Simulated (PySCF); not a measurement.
## Field gradients at the hydrogen positions

Compound: CH₁₄ClNSi₅.
Geometry (GFN2-xTB, Å), atoms numbered from 1 in this order:
```
atom  x, y, z in Å
Si1    4.120    1.183    0.409
Si2    2.601   -0.498   -0.048
C3     0.834    0.212    0.041
Si4   -0.544   -1.050   -0.221
Cl5   -0.488   -2.372    1.300
N6    -2.121   -0.319   -0.232
Si7   -3.515   -1.329    0.085
Si8   -2.285    1.403   -0.469
H9     4.044    2.302   -0.537
H10    3.941    1.781    1.737
H11    5.508    0.714    0.364
H12    2.697   -1.631    0.881
H13    2.761   -1.067   -1.397
H14    0.698    0.697    1.008
H15    0.736    0.998   -0.706
H16   -0.380   -1.810   -1.464
H17   -3.221   -2.664   -0.429
H18   -4.639   -0.739   -0.636
H19   -3.767   -1.359    1.526
H20   -3.706    1.692   -0.621
H21   -1.739    2.115    0.690
H22   -1.545    1.760   -1.682
```

Level: PBE0/pcSseg-1 (PySCF, non-relativistic); Q(2H) = 0.00286 b; rigid geometry, the same for H and D, with no vibrational averaging.

Give the electric field gradient Vzz (the principal value of largest size), its asymmetry and the 2H coupling at each hydrogen.

| atom | bonded to | bond length (Å) | Vzz (au) | η | χzz (kHz) |
| --- | --- | --- | --- | --- | --- |
| H9 | Si1 | 1.468 | 0.1619 | 0.00 | 109 |
| H10 | Si1 | 1.468 | 0.1620 | 0.00 | 109 |
| H11 | Si1 | 1.465 | 0.1639 | 0.00 | 110 |
| H12 | Si2 | 1.468 | 0.1596 | 0.02 | 107 |
| H13 | Si2 | 1.472 | 0.1577 | 0.02 | 106 |
| H14 | C3 | 1.091 | 0.3166 | 0.00 | 213 |
| H15 | C3 | 1.089 | 0.3200 | 0.01 | 215 |
| H16 | Si4 | 1.466 | 0.1575 | 0.02 | 106 |
| H17 | Si7 | 1.461 | 0.1615 | 0.06 | 109 |
| H18 | Si7 | 1.460 | 0.1628 | 0.05 | 109 |
| H19 | Si7 | 1.463 | 0.1612 | 0.02 | 108 |
| H20 | Si8 | 1.458 | 0.1635 | 0.05 | 110 |
| H21 | Si8 | 1.465 | 0.1596 | 0.02 | 107 |
| H22 | Si8 | 1.465 | 0.1595 | 0.04 | 107 |

Average by the element that carries the hydrogen.

on Si: 108 kHz over 12 positions, mean bond length 1.465 Å; on C: 214 kHz over 2 positions, mean bond length 1.090 Å.

How does χzz go with the bond length over the 12 Si–H bonds?

A straight-line fit has a slope of -2.1 kHz for each 0.01 Å, with a correlation coefficient of -0.60, over lengths from 1.458 to 1.472 Å.

Give the 2H NMR doublet splittings at H9 for a magnetic field along the z, y and x axes of the gradient: 3χ/2, 3χ(1 + η)/4, 3χ(1 − η)/4.

With |χ| = 108.8 kHz and η = 0.003: 163, 82 and 81 kHz, to first order and without motion.

The structure is a single GFN2-xTB conformer in the gas phase; no vibrational or solvent corrections. GFN2-xTB bond lengths can be off by several hundredths of an ångström, more for odd bonds, and the gradients follow them. A larger basis could move these couplings by a tenth or more.
